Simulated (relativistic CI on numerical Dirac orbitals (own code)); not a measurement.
Computed by Dirac-Coulomb-Breit CI, KLI orbitals optimised for each configuration, model QED (radiative potential, 1s self-energy scaled to tabulated hydrogen-like ionisation energies), unscaled Slater integrals (own radial code, finite nucleus).

The strongest absorption lines from the ground level of an ion, among the configurations computed and to levels below about 10600 eV (vacuum wavelength in nm, gf): 0.13704 (0.71), 0.13715 (1.2), 0.13720 (2.1), 0.13760 (0.6), 0.13764 (0.5), 0.13911 (0.9), 0.15314 (4.2), 0.15343 (1.4).

Task: Which ion is it?
A. Gd56+
B. Au71+
C. W66+
D. Tm61+

Result: D. Tm61+ has 8 electrons and the ground level 2s2 2p4 3P_2; the strongest line goes to 2s2 2p3 3d 3D°_3. The pattern of lines fixes the number of electrons, and along that sequence the line energies rise steadily with the charge (about as its square where n changes within one kind of shell, about linearly where n is kept but much faster in heavy ions where fine structure, which grows about as Z⁴, sets the gap, and irregularly where shells cross), which fixes Z. Configurations outside the model, such as inner-shell arrays, can give stronger lines. At this charge energies of transitions that change n are usually good to better than 1 %, and those within a shell (Δn = 0) to a few per cent.

LS names give the leading component of a level, which can be under half, so a name can repeat, a term be missing and a line seem to break the LS rules.
